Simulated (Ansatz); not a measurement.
Basis-set extrapolation for CH₄AlFOSi (PBE0-D4/def2-TZVP geometry, frozen core, Ansatz). Multiplicity 1, RHF reference.

|  | def2-TZVPP | def2-QZVPP |
| --- | --- | --- |
| HF | -745.635396 | -745.662217 |
| MP2 correlation | -0.849073 | -0.918602 |
| CCSD(T) correlation | -0.905828 | not run |

Energies in hartree. Use E(X) = E(∞) + A·exp(−7.88·√X) for Hartree–Fock and E(X) = E(∞) + B·X^(−2.97) for correlation, with X = 3 and 4, and add CCSD(T) minus MP2 of the smaller set to the MP2 limit.

What is the CCSD(T) energy at the basis-set limit?

HF limit: -745.662217 + (-0.026821) × 0.13774 = -745.66591. MP2 limit: -0.918602 + (-0.069529) × 0.74074 = -0.97010. Higher-order term: -0.905828 − (-0.849073) = -0.05675. Total: -746.69276 hartree, 95.1 kcal/mol below CCSD(T)/def2-TZVPP.
